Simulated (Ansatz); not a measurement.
The cluster In₃As₃⁺. Charge 1, multiplicity 2. Geometry PBE-D4/def2-SVP; atoms count from 1.

```xyz
6

In   -0.690    1.778   -1.933
In   -0.505    2.190    1.284
In    0.880   -2.569    1.503
As   -1.145   -0.600    0.477
As    1.351    0.114    0.238
As    0.109   -0.912   -1.569
```

In the def2 sets In takes a core potential; there is no spin–orbit coupling. The structure comes from a short search, and lower isomers may exist.

(1) Estimate the Mulliken populations from the PBE0/def2-TZVP orbitals of Ansatz.

(2) Where does the spin sit?

(3) And the Mayer bond orders between bonded heavy atoms (over 0.3)?

## Answers

(1) 
```json
{"atom": "In1", "charge (e)": "0.52", "spin (α − β)": "0.09"}
{"atom": "In2", "charge (e)": "0.46", "spin (α − β)": "0.28"}
{"atom": "In3", "charge (e)": "0.60", "spin (α − β)": "0.04"}
{"atom": "As4", "charge (e)": "-0.27", "spin (α − β)": "0.07"}
{"atom": "As5", "charge (e)": "-0.27", "spin (α − β)": "0.07"}
{"atom": "As6", "charge (e)": "-0.05", "spin (α − β)": "0.45"}
```
Mulliken values and Mayer orders depend strongly on the basis.

(2) Summed by element: In 0.41, As 0.59, of 1 unpaired in all. Largest on single atoms: As6 0.45, In2 0.28, In1 0.09.

(3) In1–As6 0.47 (2.83 Å); In2–As4 0.44 (2.97 Å); In2–As5 0.44 (2.98 Å); In3–As4 0.34 (3.00 Å); In3–As5 0.34 (3.00 Å); As4–As5 0.89 (2.61 Å); As4–As6 1.10 (2.42 Å); As5–As6 1.10 (2.42 Å).
